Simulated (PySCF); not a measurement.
# Electron correlation in Cr²⁺ (chromium, charge +2)

[Ar] 3d3 4s1, high-spin 5F determinant (an excited configuration). Calculation: PySCF 2.14, in dyall-av2z (16s12p7d2f, 101 functions); the non-relativistic Hamiltonian (point nucleus). Frozen: [Ar]; 4 electrons correlated; the 25 highest virtual orbitals of each spin left out.

```tsv
level	correlation energy (mhartree)
CCSD	-26.41
(T)	-0.12
CCSD(T)	-26.53
```

Diagnostics: T1 = 0.0036, D1 = 0.0066, largest double amplitude 0.014.

Cost of the coupled-cluster step: of the order of 4 core-seconds, for 4 correlated electrons.
